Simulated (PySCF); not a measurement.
# Worked example: oscillator strength and radiative lifetime

SbHCl2, SMILES [Cl][SbH][Cl].

The structure is a stationary point at B3LYP-D3(BJ)/def2-TZVP. The def2 effective core potentials stand for the cores of Sb; spin–orbit coupling is left out.

TDDFT-PBE0/def2-SVPD (PySCF) puts the first singlet state with f over 0.02 at 4.72 eV (vertical), with the transition dipole (0.063, 0.511, 0.000) in atomic units.

Problem. Find the oscillator strength, the wavelength and the radiative lifetime that this transition would have in vacuum if emission retraced absorption.

Solution. 
|μ|² = 0.2651 au, so |μ| = 1.31 D. ΔE = 4.72/27.211 = 0.1735 hartree. f = (2/3) ΔE |μ|² = 0.031 (the program prints 0.031).
λ = 1239.84/4.72 = 263 nm; ν = 38069 cm⁻¹.
Einstein's coefficient A = 0.6670 ν² f s⁻¹ (ν in cm⁻¹) = 3.0e7 s⁻¹, so τ = 1/A = 34 ns. This state is S1. The figure is the radiative limit of this one transition; relaxation, internal conversion, crossing to triplets and a medium change what is measured.
